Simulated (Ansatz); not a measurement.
`FC#[C][AlH2]` + `N=C[SeH]` → `[AlH2]/[N]=C\[SeH]` + `C#CF` at 400 K and 1 bar (ligand exchange at the Al–C bond).

Computed with Ansatz on PBE0-D4/def2-TZVP structures; ΔE is electronic, products minus reactants. CBS: MP2 limit from def2 TZ/QZ plus the TZ coupled-cluster correction, frozen cores. This one scheme is used for every species. For Se outer-core shells are correlated without core-valence functions, which leaves a few kJ/mol of doubt a bond. Scalar relativity is left out up to krypton. One conformer a species, not always the lowest.

| species | CCSD(T)/CBS energy (Eh) | H − E (kJ/mol) | S (J/(mol·K)) |
| --- | --- | --- | --- |
| `FC#[C][AlH2]` | -419.01167 | 91.1 | 321.5 |
| `N=C[SeH]` | -2495.22891 | 121.7 | 301.1 |
| `[AlH2]/[N]=C\[SeH]` | -2737.86550 | 140.6 | 372.0 |
| `C#CF` | -176.38388 | 70.6 | 244.8 |

H − E and S are ideal-gas, rigid-rotor, harmonic terms from PBE0-D4/def2-TZVP, for one conformer and one mirror image of each species. 1 Eh = 2625.50 kJ/mol, R = 8.31446 J/(mol·K).

Problem. By hand: ΔE, ΔH, ΔS and ΔG.

Solution. ΔE = (-2737.86550) + (-176.38388) − (-419.01167) − (-2495.22891) = -0.00880 Eh = -23.1 kJ/mol. Δ(H − E) = 140.6 + 70.6 − 91.1 − 121.7 = -1.6, so ΔH = -24.7 kJ/mol. ΔS = 372.0 + 244.8 − 321.5 − 301.1 = -5.8 J/(mol·K). ΔG = -24.7 − 400 × (-5.8)/1000 = -22.4 kJ/mol.

Problem. By hand: the equilibrium constant, and the temperature at which ΔG would vanish if ΔH and ΔS stayed fixed.

Solution. log₁₀ K = −ΔG/(RT ln 10) = 2.9. ΔG = 0 at ΔH/ΔS = 4259 K, far beyond where these terms or the molecules hold.

The number of gas molecules stays the same, so ΔS is small and ΔH decides. A doubt of 5 kJ/mol in ΔE shifts log₁₀ K by 0.7 here. Other conformers and mirror images would add mixing entropy, several J/(mol·K) or more a flexible species. These are equilibria of isolated gas molecules and say nothing of rates. Largest T1 diagnostic: 0.013 (customary marks: 0.02 for closed shells, 0.045 for open ones).
